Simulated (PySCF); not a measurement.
M06-L on H⁻ (hydrogen, charge -1), 1s2, closed-shell 1S. Computed with PySCF 2.14 in def2-TZVPPD (3s3p1d, 17 functions), with no relativity, point nucleus.

```
cycle= 1 E= -0.505323924048386  delta_E= -0.000126  |g|= 0.00327  |ddm|= 0.0331
cycle= 2 E= -0.505328299790546  delta_E= -4.38e-06  |g|= 0.00054  |ddm|= 0.00804
cycle= 3 E= -0.505328511964033  delta_E= -2.12e-07  |g|= 4.25e-05  |ddm|= 0.00182
cycle= 4 E= -0.505328514933924  delta_E= -2.97e-09  |g|= 4.21e-07  |ddm|= 0.000185
cycle= 5 E= -0.505328514933965  delta_E= -4.05e-14  |g|= 2.53e-07  |ddm|= 2.41e-07
converged SCF energy = -0.505328514933965  <S^2> = -4.4408921e-16  2S+1 = 1
```

Highest occupied orbital energy: 3.344 eV; ⟨L²⟩ = 0.00; populations by l: s 2.00, p 0.00, d 0.00.

(1) Can this result be used?

Results:

(1) With care. Self-consistency was reached. At M06-L the highest occupied level has a positive energy, so only the finite basis holds that electron; in a semilocal or global hybrid functional this comes from self-interaction and does not mean that the real anion is unbound.
